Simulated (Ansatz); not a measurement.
Stepwise reaction of `C[SiH2][SiH](F)F` with hydrogen chloride, as a gas-phase model of exchange steps in deposition or etching. ΔE in kJ/mol.

Computed with Ansatz on PBE0-D4/def2-TZVP structures; ΔE is electronic, products minus reactants. CCSD(T)/CBS is the MP2 limit (def2-TZVPP, def2-QZVPP) plus CCSD(T) − MP2 in def2-TZVPP, frozen cores. This one scheme is used for every species. DFT in def2-TZVPP. B3LYP here is the variant with VWN-RPA as its local correlation; programs differ in this. One conformer a species, not always the lowest.

| step | reaction | PBE-D4 | B3LYP-D4 | ωB97M-V | CCSD(T)/CBS |
| --- | --- | --- | --- | --- | --- |
| 1 | `C[SiH2][SiH](F)F` + HCl → `C[SiH2][SiH](F)Cl` + H–F | 32.6 | 42.3 | 40.5 | 38.3 |
| 2 | `C[SiH2][SiH](F)Cl` + HCl → `C[SiH2][SiH](Cl)Cl` + H–F | 28.6 | 37.7 | 36.4 | 32.9 |

**Question.** By hand: ΔE of the 2 steps together at CCSD(T)/CBS.

**Answer.** (38.3) + (32.9) = 71.2 kJ/mol, or 35.6 kJ/mol a step.

In ΔE each step is lower than the one before. All are uphill at CCSD(T)/CBS. PBE-D4 differs from CCSD(T)/CBS by -5.7 to -4.3 kJ/mol a step. Isolated molecules leave out the surface, adducts and barriers. Largest T1 diagnostic: 0.012.
